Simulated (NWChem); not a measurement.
Species: C2H2N3, doublet; SMILES [c]1nc[nH]n1

```xyz
7

C      1.1529     0.0779     0.0000
N      0.5639    -1.0919     0.0000
N     -0.7507    -0.6935     0.0000
C     -0.8287     0.6560     0.0000
N      0.3928     1.1803     0.0000
H     -1.4885    -1.3849     0.0000
H     -1.7623     1.2028     0.0000
```
Atoms are numbered in this order, from 1.

Level: B3LYP/6-31G* (spherical d), spin-unrestricted (NWChem), optimised geometry, unscaled harmonic frequencies. In the optimisation the excess spin sits in a' (Cs, its own frame). B3LYP is NWChem's, with the RPA form of VWN correlation.

```json
[
 {"frequency (cm⁻¹)": "519", "IR intensity (km/mol)": "84.0"},
 {"frequency (cm⁻¹)": "649", "IR intensity (km/mol)": "18.7"},
 {"frequency (cm⁻¹)": "673", "IR intensity (km/mol)": "6.0"},
 {"frequency (cm⁻¹)": "835", "IR intensity (km/mol)": "15.5"},
 {"frequency (cm⁻¹)": "927", "IR intensity (km/mol)": "3.6"},
 {"frequency (cm⁻¹)": "973", "IR intensity (km/mol)": "22.0"},
 {"frequency (cm⁻¹)": "1047", "IR intensity (km/mol)": "19.1"},
 {"frequency (cm⁻¹)": "1150", "IR intensity (km/mol)": "13.5"},
 {"frequency (cm⁻¹)": "1247", "IR intensity (km/mol)": "29.0"},
 {"frequency (cm⁻¹)": "1292", "IR intensity (km/mol)": "26.4"},
 {"frequency (cm⁻¹)": "1357", "IR intensity (km/mol)": "20.0"},
 {"frequency (cm⁻¹)": "1470", "IR intensity (km/mol)": "24.7"},
 {"frequency (cm⁻¹)": "1506", "IR intensity (km/mol)": "40.6"},
 {"frequency (cm⁻¹)": "3280", "IR intensity (km/mol)": "1.0"},
 {"frequency (cm⁻¹)": "3643", "IR intensity (km/mol)": "62.2"}
]
```

- zero-point energy = 29.4 kcal/mol
- thermal correction to the enthalpy at 298.15 K (with zero-point energy) = 32.2 kcal/mol
- heat capacity Cv = 11.6 cal/(mol K)
- entropy at 298.15 K and 1 atm (symmetry number 1, electronic part: spin degeneracy alone) = 65.7 cal/(mol K)
- dipole moment = 3.79 D

Rigid rotor and harmonic oscillator.
